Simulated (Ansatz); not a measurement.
Level of theory: frozen-core CCSD(T)/def2-TZVPP // B3LYP-D3(BJ)/def2-TZVP (Ansatz, a first-principles code).

Ansatz 0.2 input:
```yaml
crystal:
  periodic: [false, false, false]
  atoms:
    - { symbol: Cl, position_ang: [-1.787297, -1.237281, -0.636979] }
    - { symbol: Sn, position_ang: [0.003552, 0.00052, 0.168843] }
    - { symbol: Cl, position_ang: [-0.197325, 2.151506, -0.680616] }
    - { symbol: Cl, position_ang: [1.941926, -0.920401, -0.716189] }
    - { symbol: H, position_ang: [0.039142, 0.005657, 1.864943] }
basis:
  gaussian: { orbitals: def2-TZVPP }
correlation:
  method: ccsd_t
```

Output:

```
Functional definition: HF
1286 factors; integrals over basis functions are off by at most 1.5e-3 eV
mean field evaluation 1: about -43335.2791 eV, gradient 2.3e1 eV
mean field evaluation 2: about -43335.4482 eV, gradient 2.4e1 eV
mean field evaluation 4: about -43337.1731 eV, gradient 1.9e0 eV
mean field evaluation 8: about -43337.2011 eV, gradient 1.8e-1 eV
mean field evaluation 16: about -43336.5060 eV, gradient 1.5e1 eV
mean field -43337.20129866 eV, -1592.6127727157 hartree, gradient 6.3e-6 eV, S^2 0.000000; 0 other end points of the search recorded, 0 dependent functions left out
19 core orbitals not correlated
reference -43337.20129866 eV, -1592.6127727157 hartree; 18, 18 occupied and 153, 153 virtual orbitals, 1286 factors
second order -23.85616949 eV of doubles, -0.00000000 eV of singles
cycle   1  -24.39146463 eV  change   -5.4e-1 eV  update   1.0e-1
cycle   2  -24.91953733 eV  change   -5.3e-1 eV  update   2.8e-2
cycle   3  -25.01520727 eV  change   -9.6e-2 eV  update   1.4e-2
cycle   4  -25.00186021 eV  change    1.3e-2 eV  update   3.4e-3
cycle   5  -24.99962437 eV  change    2.2e-3 eV  update   1.2e-3
cycle   6  -24.99982151 eV  change   -2.0e-4 eV  update   3.3e-4
cycle   7  -24.99974101 eV  change    8.0e-5 eV  update   1.2e-4
cycle   8  -24.99973634 eV  change    4.7e-6 eV  update   4.1e-5
perturbative correction -0.98377541 eV, -0.0361530795 hartree
Total energy: -43363.18481041 eV, -1593.5676491602 hartree
```

Cost: roughly 2.4 core-minutes.
